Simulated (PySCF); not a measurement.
# Electron correlation in Tc (technetium, neutral)

[Kr] 4d7, high-spin 4F determinant (an excited configuration). Calculation: PySCF 2.14, in def2-TZVPPD with the def2 core potential (28 electrons) (6s4p3d2f1g, 56 functions); a scalar-relativistic core potential. Frozen: nothing; 15 electrons correlated.

```
  level  correlation energy (mhartree)
   CCSD                        -443.70
    (T)                         -16.77
CCSD(T)                        -460.47
```

Diagnostics: T1 = 0.0069, D1 = 0.0145, largest double amplitude 0.039.

Cost of the coupled-cluster step: of the order of 16 core-seconds, for 15 correlated electrons.

The basis has no tight functions for the innermost shells, so their pair energies are far from complete.

This basis was not built for core-valence correlation, so the inner-shell part is incomplete.
